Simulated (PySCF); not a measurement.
# A thermochemical cycle for HgO

PBE in PySCF with def2-SVPD on every atom (core potentials on Hg), for the lowest determinant that a PBE0 search found; no spin–orbit coupling. HgO, a triplet (σ ↑, π ↑), has De = 0.63 eV to neutral atoms, and HgO⁺, a doublet (π ↑), has De = 1.40 eV to Hg⁺ + O.

The adiabatic ionisation energy of HgO, between the minima, is 9.69 eV.

Problem. Which ionisation energy of the Hg atom does this level give?

Solution. IE(Hg) = IE(molecule) + De(ion) − De(neutral) = 9.69 + 1.40 − 0.63 = 10.46 eV; the measured value is 10.438 eV (NIST ASD).

Spin–orbit coupling is left out, which matters for elements this heavy, above all for dissociation energies. For an ion De counts to the pair picked by the measured ionisation energies or electron affinities, which need not be the lowest pair at this level. States were picked by a PBE0 search and need not be the measured ground states.
